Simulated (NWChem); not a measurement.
The numbers come from NWChem runs, not from measurements. System: HBN, charge 0, spin multiplicity 2, at a geometry optimised with UB3LYP/def2-SVP. The structure started from a generated list of species. Its SCF solution wasn't tested for a lower state. Level: UHF/def2-TZVP.

The NWChem input:

```
start mol
memory heap 200 mb stack 900 mb global 1100 mb
geometry units angstroms nocenter noautoz
  B      0.000000     0.000000    -0.613379
  N      0.000000     0.000000     0.694817
  H      0.000000     0.000000    -1.796827
  symmetry group C2v
end
basis spherical
  * library def2-tzvp
end
scf
  uhf
  nopen 1
  maxiter 100
  thresh 1e-7
  semidirect memsize 60000000 filesize 0
  # guess.movecs holds the orbitals of an unrestricted PBE0 run
  vectors input guess.movecs output mol.movecs
end
task scf energy
```

Output (cleaned and shortened):

```
             Northwest Computational Chemistry Package (NWChem) 7.3.0
             --------------------------------------------------------

                                NWChem Input Module
                                -------------------

 Scaling coordinates for geometry "geometry" by  1.889725989
 (inverse scale =  0.529177249)

 Turning off AUTOSYM since
 SYMMETRY directive was detected!

                             Geometry "geometry" -> ""
                             -------------------------

 Output coordinates in angstroms (scale by  1.889725989 to convert to a.u.)

  No.       Tag          Charge          X              Y              Z
 ---- ---------------- ---------- -------------- -------------- --------------
    1 B                    5.0000     0.00000000     0.00000000    -0.61337900
    2 N                    7.0000     0.00000000     0.00000000     0.69481700
    3 H                    1.0000     0.00000000     0.00000000    -1.79682700

 Effective nuclear repulsion energy (a.u.)      17.8802290576

            Nuclear Dipole moment (a.u.)
            ----------------------------
        X                 Y               Z
 ---------------- ---------------- ----------------
     0.0000000000     0.0000000000    -0.0000056692

      Symmetry information
      --------------------

 Group name             C2v
 Group number             16
 Group order               4
 No. of unique centers     3

      Symmetry unique atoms

     1    2    3


 Summary of "ao basis" -> "" (spherical)
 ------------------------------------------------------------------------------
       Tag                 Description            Shells   Functions and Types
 ---------------- ------------------------------  ------  ---------------------
 *                         def2-tzvp                  on all atoms

 Summary of "ao basis" -> "ao basis" (spherical)
 ------------------------------------------------------------------------------
       Tag                 Description            Shells   Functions and Types
 ---------------- ------------------------------  ------  ---------------------
 B                         def2-tzvp                11       31   5s3p2d1f
 N                         def2-tzvp                11       31   5s3p2d1f
 H                         def2-tzvp                 4        6   3s1p

                                 NWChem SCF Module
                                 -----------------

  ao basis        = "ao basis"
  functions       =    68
  atoms           =     3
  alpha electrons =     7
  beta  electrons =     6
  charge          =   0.00
  wavefunction    = UHF
  use symmetry    = T
  symmetry adapt  = T

 Summary of "ao basis" -> "ao basis" (spherical)
 ------------------------------------------------------------------------------
       Tag                 Description            Shells   Functions and Types
 ---------------- ------------------------------  ------  ---------------------
 B                         def2-tzvp                11       31   5s3p2d1f
 N                         def2-tzvp                11       31   5s3p2d1f
 H                         def2-tzvp                 4        6   3s1p

      Symmetry analysis of basis
      --------------------------

        a1         32
        a2          6
        b1         15
        b2         15

 Forming initial guess at       0.0s

   Symmetry analysis of molecular orbitals - initial alpha
   -------------------------------------------------------

  Numbering of irreducible representations:

     1 a1          2 a2          3 b1          4 b2

  Orbital symmetries:

     1 a1          2 a1          3 a1          4 a1          5 b2
     6 a1          7 b1          8 b2          9 b1         10 a1
    11 a1         12 b2         13 b1         14 a1         15 a1
    16 a1         17 a2

   Symmetry analysis of molecular orbitals - initial beta
   ------------------------------------------------------

  Numbering of irreducible representations:

     1 a1          2 a2          3 b1          4 b2

  Orbital symmetries:

     1 a1          2 a1          3 a1          4 a1          5 a1
     6 b1          7 b2          8 b1          9 b2         10 a1
    11 a1         12 b1         13 b2         14 a1         15 a1
    16 a1         17 a2

 Starting SCF solution at       0.0s

 ----------------------------------------------
         Quadratically convergent UHF

 Convergence threshold     :          1.000E-07
 Maximum no. of iterations :          100
 Integral*density screening:          1.000E-09
 ----------------------------------------------

              iter       energy          gnorm     gmax       time
             ----- ------------------- --------- --------- --------
                 1      -79.6529404579  3.69D-01  8.86D-02      0.2
                 2      -79.6621843829  1.96D-02  7.87D-03      0.2
                 3      -79.6626090769  2.37D-03  9.32D-04      0.2
                 4      -79.6626106853  3.07D-06  8.49D-07      0.3
                 5      -79.6626106853  3.81D-09  9.67D-10      0.3

       Final UHF  results
       ------------------

         Total SCF energy =    -79.662610685263
      One electron energy =   -142.753114915656
      Two electron energy =     45.210275172756
 Nuclear repulsion energy =     17.880229057636

                       Sz =      0.5000
                 Sz(Sz+1) =      0.7500
                      S^2 =      0.7808

        Time for solution =      0.3s

       Symmetry analysis of molecular orbitals - alpha
       -----------------------------------------------
[...]
    11 a1         12 b2         13 b1         14 a1         15 a1
    16 a1         17 a2

       Symmetry analysis of molecular orbitals - beta
       ----------------------------------------------

  Numbering of irreducible representations:

     1 a1          2 a2          3 b1          4 b2

  Orbital symmetries:

     1 a1          2 a1          3 a1          4 a1          5 a1
     6 b1          7 b2          8 a1          9 b1         10 a1
    11 b2         12 b1         13 a1         14 b2         15 a1
    16 a1         17 a2

          Final alpha eigenvalues
          -----------------------

              1
    1  -15.5878
    2   -7.6573
    3   -1.1374
    4   -0.6620
    5   -0.5358
    6   -0.5118
    7   -0.4523
    8    0.0898
    9    0.1086
   10    0.1167
   11    0.1421
   12    0.2486
   13    0.2658
   14    0.2663
   15    0.4573
   16    0.4744
   17    0.5197

          Final beta eigenvalues
          ----------------------

              1
    1  -15.5614
    2   -7.6578
    3   -1.0128
    4   -0.6591
    5   -0.4979
    6   -0.3991
    7   -0.0034
    8    0.1193
    9    0.1201
   10    0.1448
   11    0.1776
   12    0.2553
   13    0.2685
   14    0.2872
   15    0.4668
   16    0.4802
   17    0.5301

                    UHF Final Alpha Molecular Orbital Analysis
                    ------------------------------------------

 Vector    5  Occ=1.000000D+00  E=-5.358417D-01  Symmetry=a1
              MO Center= -5.4D-15, -2.8D-14,  6.4D-01, r^2= 1.1D+00
   Bfn.  Coefficient  Atom+Function         Bfn.  Coefficient  Atom+Function
  ----- ------------  ---------------      ----- ------------  ---------------
    39      0.380214  2 N  pz                42      0.299709  2 N  pz
    36      0.289917  2 N  s                 35      0.277855  2 N  s
     8     -0.239896  1 B  pz                11     -0.204206  1 B  pz
     4     -0.193884  1 B  s

 Vector    6  Occ=1.000000D+00  E=-5.118347D-01  Symmetry=b2
              MO Center= -1.2D-16,  3.1D-14,  4.3D-01, r^2= 1.0D+00
   Bfn.  Coefficient  Atom+Function         Bfn.  Coefficient  Atom+Function
  ----- ------------  ---------------      ----- ------------  ---------------
    38      0.388984  2 N  py                41      0.374877  2 N  py
    44      0.198482  2 N  py                 7      0.179941  1 B  py
    10      0.155945  1 B  py

 Vector    7  Occ=1.000000D+00  E=-4.522580D-01  Symmetry=b1
              MO Center=  1.6D-15,  4.4D-16,  3.9D-01, r^2= 1.1D+00
   Bfn.  Coefficient  Atom+Function         Bfn.  Coefficient  Atom+Function
  ----- ------------  ---------------      ----- ------------  ---------------
    37      0.374656  2 N  px                40      0.351615  2 N  px
    43      0.211825  2 N  px                 6      0.196932  1 B  px
     9      0.167269  1 B  px

 Vector    8  Occ=0.000000D+00  E= 8.983935D-02  Symmetry=b2
              MO Center= -4.1D-16,  5.4D-14, -7.9D-01, r^2= 4.4D+00
   Bfn.  Coefficient  Atom+Function         Bfn.  Coefficient  Atom+Function
  ----- ------------  ---------------      ----- ------------  ---------------
    13      0.952864  1 B  py                44     -0.452994  2 N  py
     7      0.198624  1 B  py                38     -0.196702  2 N  py
    10      0.155099  1 B  py

 Vector    9  Occ=0.000000D+00  E= 1.085956D-01  Symmetry=b1
              MO Center=  4.5D-14,  1.8D-15, -8.0D-01, r^2= 4.7D+00
   Bfn.  Coefficient  Atom+Function         Bfn.  Coefficient  Atom+Function
  ----- ------------  ---------------      ----- ------------  ---------------
    12      1.017699  1 B  px                43     -0.484200  2 N  px
    37     -0.200651  2 N  px                 6      0.174775  1 B  px

 Vector   10  Occ=0.000000D+00  E= 1.166877D-01  Symmetry=a1
              MO Center= -3.1D-14, -5.6D-14, -6.2D-01, r^2= 6.5D+00
   Bfn.  Coefficient  Atom+Function         Bfn.  Coefficient  Atom+Function
  ----- ------------  ---------------      ----- ------------  ---------------
     5      2.875709  1 B  s                 36     -1.501438  2 N  s
    65     -1.336560  3 H  s                 11      0.555206  1 B  pz
    45      0.465275  2 N  pz                14     -0.264396  1 B  pz
    22      0.230105  1 B  d  0              35     -0.164474  2 N  s

                     UHF Final Beta Molecular Orbital Analysis
                     -----------------------------------------

 Vector    4  Occ=1.000000D+00  E=-6.591104D-01  Symmetry=a1
              MO Center=  3.0D-17,  1.1D-16, -1.4D+00, r^2= 9.7D-01
   Bfn.  Coefficient  Atom+Function         Bfn.  Coefficient  Atom+Function
  ----- ------------  ---------------      ----- ------------  ---------------
    64      0.259745  3 H  s                  4      0.255639  1 B  s
     3      0.238989  1 B  s                  8     -0.210115  1 B  pz
    63      0.178724  3 H  s                 11     -0.161577  1 B  pz

 Vector    5  Occ=1.000000D+00  E=-4.979457D-01  Symmetry=a1
              MO Center= -5.7D-15,  5.4D-16,  7.8D-01, r^2= 1.0D+00
   Bfn.  Coefficient  Atom+Function         Bfn.  Coefficient  Atom+Function
  ----- ------------  ---------------      ----- ------------  ---------------
    39      0.373044  2 N  pz                42      0.297896  2 N  pz
    35      0.282578  2 N  s                 36      0.240971  2 N  s
     8     -0.219992  1 B  pz                45      0.171919  2 N  pz

 Vector    6  Occ=1.000000D+00  E=-3.991478D-01  Symmetry=b1
              MO Center=  3.8D-15, -1.0D-15,  2.0D-01, r^2= 1.4D+00
   Bfn.  Coefficient  Atom+Function         Bfn.  Coefficient  Atom+Function
  ----- ------------  ---------------      ----- ------------  ---------------
    37      0.312712  2 N  px                40      0.288586  2 N  px
     6      0.258568  1 B  px                 9      0.242312  1 B  px
    43      0.195543  2 N  px

 Vector    7  Occ=0.000000D+00  E=-3.449750D-03  Symmetry=b2
              MO Center= -4.3D-16, -3.9D-15, -2.3D-01, r^2= 2.8D+00
   Bfn.  Coefficient  Atom+Function         Bfn.  Coefficient  Atom+Function
  ----- ------------  ---------------      ----- ------------  ---------------
    13      0.482360  1 B  py                 7      0.251263  1 B  py
    10      0.197264  1 B  py                38      0.177373  2 N  py
    41      0.172948  2 N  py

 Vector    8  Occ=0.000000D+00  E= 1.193489D-01  Symmetry=a1
              MO Center=  1.1D-15,  3.8D-15, -8.1D-01, r^2= 6.7D+00
   Bfn.  Coefficient  Atom+Function         Bfn.  Coefficient  Atom+Function
  ----- ------------  ---------------      ----- ------------  ---------------
     5      2.931949  1 B  s                 65     -1.445217  3 H  s
    36     -1.273620  2 N  s                 11      0.538093  1 B  pz
    14     -0.508802  1 B  pz                45      0.425280  2 N  pz
    22      0.202928  1 B  d  0              35     -0.156952  2 N  s

 Vector    9  Occ=0.000000D+00  E= 1.201111D-01  Symmetry=b1
              MO Center= -4.1D-15, -1.8D-15, -7.0D-01, r^2= 4.8D+00
   Bfn.  Coefficient  Atom+Function         Bfn.  Coefficient  Atom+Function
  ----- ------------  ---------------      ----- ------------  ---------------
    12      1.029880  1 B  px                43     -0.565800  2 N  px
    37     -0.227897  2 N  px

 center of mass
 --------------
 x =   0.00000000 y =   0.00000000 z =   0.08466693

 moments of inertia (a.u.)
 ------------------
          50.366163890147           0.000000000000           0.000000000000
           0.000000000000          50.366163890147           0.000000000000
           0.000000000000           0.000000000000           0.000000000000

  Mulliken analysis of the total density
  --------------------------------------

    Atom       Charge   Shell Charges
 -----------   ------   -------------------------------------------------------
    1 B    5     4.92   0.92  1.06  0.53  0.52  0.03  0.87  0.73  0.12  0.05  0.06  0.02
    2 N    7     7.19   0.82  1.15  0.60  0.88  0.28  1.32  1.45  0.65  0.01  0.03  0.00
    3 H    1     0.90   0.24  0.49  0.15  0.01

  Mulliken analysis of the alpha density
  --------------------------------------

    Atom       Charge   Shell Charges
 -----------   ------   -------------------------------------------------------
    1 B    5     2.47   0.46  0.53  0.26  0.26  0.02  0.44  0.37  0.06  0.03  0.04  0.01
    2 N    7     4.08   0.41  0.58  0.31  0.46  0.15  0.84  0.93  0.39  0.00  0.02  0.00
    3 H    1     0.45   0.12  0.24  0.08  0.01

   Mulliken analysis of the beta density
   -------------------------------------

    Atom       Charge   Shell Charges
 -----------   ------   -------------------------------------------------------
    1 B    5     2.44   0.46  0.53  0.27  0.26  0.02  0.43  0.36  0.07  0.02  0.02  0.01
    2 N    7     3.11   0.41  0.58  0.29  0.42  0.13  0.48  0.52  0.26  0.00  0.01  0.00
    3 H    1     0.45   0.12  0.25  0.08  0.01

   Mulliken analysis of the spin density
   -------------------------------------

    Atom       Charge   Shell Charges
 -----------   ------   -------------------------------------------------------
    1 B    5     0.03  -0.00  0.00 -0.01  0.00 -0.00  0.01  0.01 -0.01  0.01  0.01  0.00
    2 N    7     0.97   0.00 -0.00  0.02  0.04  0.01  0.36  0.42  0.13  0.00  0.01 -0.00
    3 H    1    -0.00  -0.00 -0.00  0.00 -0.00

       Multipole analysis of the density wrt the origin
       ------------------------------------------------

     L   x y z        total         alpha         beta         nuclear
     -   - - -        -----         -----         ----         -------
     0   0 0 0     -0.000000     -7.000000     -6.000000     13.000000

     1   1 0 0      0.000000      0.000000      0.000000      0.000000
     1   0 1 0     -0.000000     -0.000000      0.000000      0.000000
     1   0 0 1     -1.281484     -1.214908     -0.066570     -0.000006

     2   2 0 0     -9.554893     -4.849186     -4.705707      0.000000
     2   1 1 0     -0.000000     -0.000000     -0.000000      0.000000
     2   1 0 1      0.000000      0.000000     -0.000000      0.000000
     2   0 2 0     -7.878677     -4.869655     -3.009022      0.000000
     2   0 1 1     -0.000000     -0.000000     -0.000000      0.000000
     2   0 0 2     -9.265716    -20.554189    -19.026830     30.315304

 Task  times  cpu:        0.3s     wall:        0.3s

 Total times  cpu:        0.4s     wall:        0.4s
```
